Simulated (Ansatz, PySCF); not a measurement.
Dimer: H2S (SMILES S) (first 3 atoms) with H4OSi (SMILES O[SiH3]); geometry from B3LYP-D3(BJ)/def2-TZVP.
(charge 0, multiplicity 1):
```xyz
9

S      0.45933    -0.12803    -0.02943
H      0.27056     0.59534     1.08954
H     -0.85837    -0.21638    -0.26959
O     -0.07273     0.98857     3.25507
Si    -0.35518    -0.49384     3.94882
H      0.48559     1.61253     3.72556
H      0.88076    -1.30826     4.01000
H     -1.35901    -1.14918     3.09115
H     -0.88077    -0.33320     5.32664
```

Counterpoise-corrected where a basis set is named; no monomer relaxation. Rows marked so take none.

Rows in 3-21G, 6-31G* carry no dispersion term and start afresh at each structure (6-31G* with six Cartesian d functions).

Codes used: Ansatz (an electronic-structure program); PySCF for 3-21G rows, 6-31G* rows, the dispersion terms. 

Question: One of these levels gives -1.39 kcal/mol for the interaction energy. Which?
(A) B3LYP/3-21G (no counterpoise)
(B) r2SCAN-D3(BJ)/def2-TZVPPD
(C) revPBE/def2-TZVPPD
(D) B3LYP/6-31G*

Answer: D, B3LYP/6-31G*. The others give -0.08 (revPBE/def2-TZVPPD), -2.58 (r2SCAN-D3(BJ)/def2-TZVPPD), -5.70 (B3LYP/3-21G (no counterpoise))
